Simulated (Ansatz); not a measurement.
`CC1(Cl)C[SiH2]1` and `[AlH2][C]1(Cl)C[SiH2]1` differ in one atom or group.

Ansatz, PBE0-D4/def2-TZVP geometries, multiplicity 1.  `[AlH2][C]1(Cl)C[SiH2]1` holds a close contact that its SMILES doesn't draw: Cl···Al 2.46 Å.

```json
{"property": "HOMO energy (PBE0/def2-TZVPP) / eV", "`CC1(Cl)C[SiH2]1`": "-6.87"}
{"property": "HOMO energy (B3LYP/def2-TZVPP) / eV", "`CC1(Cl)C[SiH2]1`": "-6.67"}
{"property": "HOMO–LUMO gap (B3LYP/def2-TZVPP) / eV", "`CC1(Cl)C[SiH2]1`": "6.26"}
{"property": "size of the dipole moment (B3LYP/def2-TZVPP) / D", "`CC1(Cl)C[SiH2]1`": "1.95"}
{"property": "LUMO energy (ωB97M-V/def2-TZVPP) / eV", "`CC1(Cl)C[SiH2]1`": "1.50"}
{"property": "HOMO energy (PBE/def2-TZVPP) / eV", "`CC1(Cl)C[SiH2]1`": "-5.74"}
```

(1) Give the same properties after the change, and the shifts. (Best estimate.)

Results:

(1) The calculation gave: 
```
                                        property  `[AlH2][C]1(Cl)C[SiH2]1`  shift
              HOMO energy (PBE0/def2-TZVPP) / eV                     -6.96  -0.09
             HOMO energy (B3LYP/def2-TZVPP) / eV                     -6.75  -0.08
           HOMO–LUMO gap (B3LYP/def2-TZVPP) / eV                      5.69  -0.57
size of the dipole moment (B3LYP/def2-TZVPP) / D                      2.07   0.12
           LUMO energy (ωB97M-V/def2-TZVPP) / eV                      0.82  -0.68
               HOMO energy (PBE/def2-TZVPP) / eV                     -5.86  -0.12
```

With PBE0 the HOMO falls by 0.09 eV and the LUMO falls by 0.66 eV, so the gap narrows by about 0.57 eV. PBE moves the HOMO by -0.12 eV and ωB97M-V by -0.07 eV. Dipoles are sizes alone; their direction can turn.

B3LYP here is the variant with VWN-RPA as its local correlation; programs differ in this.
